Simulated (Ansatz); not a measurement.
Compare A (`C1CSC[SiH2]1`) with its isomer B (`C=CCS[SiH3]`).

Program: Ansatz. Geometries: PBE0-D4/def2-TZVP. ΔE: electronic, gas phase. CCSD(T)/CBS adds triple-zeta CCSD(T) − MP2 to the extrapolated MP2 energy (def2 sets, frozen cores). Functionals use def2-TZVPP. B3LYP here is the variant with VWN-RPA as its local correlation; programs differ in this. Each species was taken in one conformer, which may not be the lowest.

A:

Z-matrix (Å, degrees):
```
C
Si 1 1.887
C 1 1.527 2 106.2
H 1 1.093 2 108.8 3 -118.2
H 1 1.093 2 112.8 3 122.3
C 2 1.891 1 100.3 3 12.9
H 2 1.487 1 112.3 3 131.5
H 2 1.490 1 112.9 3 -105.8
S 3 1.813 1 110.2 2 -39.4
H 3 1.092 1 112.7 2 -157.9
H 3 1.094 1 111.0 2 81.4
H 6 1.093 2 112.6 1 -103.8
H 6 1.091 2 112.2 1 133.8
```

B:

Z-matrix (Å, degrees):
```
C
C 1 1.485
S 1 1.834 2 112.5
H 1 1.093 2 111.3 3 -116.2
H 1 1.091 2 111.4 3 122.8
C 2 1.326 1 123.9 3 -117.3
H 2 1.087 1 116.0 3 60.8
Si 3 2.131 1 100.3 2 58.2
H 6 1.086 2 121.4 1 -1.1
H 6 1.083 2 121.4 1 179.0
H 8 1.487 3 110.1 1 47.5
H 8 1.484 3 113.6 1 -74.8
H 8 1.484 3 104.7 1 166.0
```

Task: Which is lower in electronic energy at CCSD(T)/CBS, and by how much? (Estimate.)

Result: Ansatz gave: A, by 45.5 kJ/mol.

Task: Give E(B) − E(A) in kJ/mol with B2PLYP, BLYP-D4, B3LYP-D4, ωB97M-V, r2SCAN-D4, MP2/def2-TZVPP, B3LYP. (Best estimate.)

Result: The calculation gave: B2PLYP 38.7, BLYP-D4 25.8, B3LYP-D4 34.2, ωB97M-V 51.0, r2SCAN-D4 48.7, MP2/def2-TZVPP 53.4, B3LYP 31.1. None reverses the order clearly.

Task: Does the order hold for the free energy at 298.15 K (harmonic terms from PBE0-D4)? (An estimate is asked.)

Result: The calculation gave: Yes: G(B) − G(A) = +30.7 kJ/mol, for one conformer each.

Largest T1 diagnostic: 0.011.

From BLYP to BHLYP (50 % exact exchange), in def2-TZVPP and without D4, E(B) − E(A) moves by +17.3 kJ/mol. At CCSD(T), def2-SVP lies −15.2 kJ/mol from the extrapolated value and def2-TZVPP −1.5 kJ/mol.
